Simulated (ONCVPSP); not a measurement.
What one change does to a pseudopotential (zirconium (Zr), ONCV)

- Element: zirconium (Zr)
- Generator: ONCVPSP 4.0.1
- Type: optimised norm-conserving Vanderbilt (ONCV)
- Functional: PBE
- Relativity: scalar-relativistic
- Frozen core: [Ar] 3d10
- Valence charge: 12
- Reference configuration: 4s2 4p6 4d2 5s1 (charge +1)
- Partial waves: 4s+5s: rc 1.90 bohr, ncon 4, nbas 8, qcut 5 1/bohr, 2 projectors; 4p: rc 1.75 bohr, ncon 5, nbas 10, qcut 8.2 1/bohr, 2 projectors, debl 2.1 Ha; 4d: rc 2.15 bohr, ncon 4, nbas 8, qcut 8.5 1/bohr, 2 projectors, debl 1.3 Ha
- Local potential: polynomial inside 1.40 bohr (lpopt 5, dvloc0 -1 Ha)
- Core correction: none

All-electron outer shells of the reference configuration (PBE, scalar-relativistic, ld1.x):

```csv
shell,level (eV),outermost node (bohr),outermost maximum (bohr)
3d,-181.39,–,0.35
4s,-61.18,0.55,1.08
4p,-39.14,0.56,1.17
4d,-9.98,0.58,1.59
5s,-9.94,1.46,3.00
```

Change: core correction Teter function, fcfact 3.5, rcfact 1.7.

Cutoffs: the cutoffs (Ha) at which the residual kinetic energy of the hardest occupied pseudo-wave falls to 1 and 0.1 mHa per electron; they do not see the model core or the augmentation charge, which bear on the density cutoff. Errors are all-electron minus pseudo energies relative to the spin-unpolarised reference configuration.

Question: Predict the effect on cutoff, ghosts and configuration errors.

Answer: The potential gets neither clearly harder nor softer (22 Ha and 27 Ha → 22 Ha and 27 Ha); of the 4 tests that both files solve, the error grows in 3 and shrinks in 0 by more than 15 % and 0.3 meV (median size 1.6 → 6.5 meV); neither file shows a bound ghost. A model core, the more so a compact one, raises the density cutoff, which this test does not measure.

| quantity | base | changed |
| --- | --- | --- |
| cutoff, loose | 22 Ha | 22 Ha |
| cutoff, tight | 27 Ha | 27 Ha |
| bound ghosts | none | none |
| GHOST(+) flags under 300 eV | s at 113.0 eV | s at 113.0 eV |
| error for 4s2 4p6 4d2 5s2, meV [ΔE -7.14 eV] | +0.4 | -0.3 |
| error for 4s2 4p6 4d2 5s0, meV [ΔE 12.94 eV] | -2.8 | -4.8 |
| error for 4s2 4p6 4d1 5s0, meV [ΔE 35.57 eV] | 0.0 | -8.2 |
| error for 4s2 4p6 4d0 5s0, meV [ΔE 69.78 eV] | +8.0 | -33 |
| s: phases at 1.93 bohr within 0.05 rad from the reference energy up to (Ha; the scan ends near 5) | 3.5 | 3.5 |
| p: phases at 1.77 bohr within 0.05 rad from the reference energy up to (Ha; the scan ends near 5) | to the end of the scan | to the end of the scan |
| d: phases at 2.19 bohr within 0.05 rad from the reference energy up to (Ha; the scan ends near 5) | to the end of the scan | to the end of the scan |
